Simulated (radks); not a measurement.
Question: Species: neutral germanium. Configuration: [Ar] 3d10 4s2 4p2 (the NIST ground configuration). Method: non-relativistic Kohn-Sham, LDA (Slater exchange, Perdew-Wang correlation), spin-unpolarised, spherical densities, point nucleus; computed with a radial shooting solver on a logarithmic mesh with Libxc functionals. Some entries of the table are withheld. Estimate them.

| orbital | occ. | eigenvalue (eV) | <1/r> (bohr^-1) | <r^2> (bohr^2) |
|---|---|---|---|---|
| 1s | 2 | -10783.68 | 31.46 | 0.003076 |
| 2s | 2 | (1) | (2) | (3) |
| 2p | 6 | -1189.683 | 6.886 | 0.04207 |
| 3s | 2 | -162.2141 | 2.230 | 0.4673 |
| 3p | 6 | -114.1412 | (4) | 0.5016 |
| 3d | 10 | -30.3982 | (5) | 0.6899 |
| 4s | 2 | -11.6053 | 0.6133 | 5.312 |
| 4p | 2 | -4.0790 | 0.4554 | 9.920 |
| 5s | 0 | -0.4276 | (6) | 77.89 |

Answer: 
(1) 2s eigenvalue (eV): -1334.859
(2) 2s <1/r> (bohr^-1): 6.907
(3) 2s <r^2> (bohr^2): 0.05405
(4) 3p <1/r> (bohr^-1): 2.110
(5) 3d <1/r> (bohr^-1): 1.787
(6) 5s <1/r> (bohr^-1): 0.1605
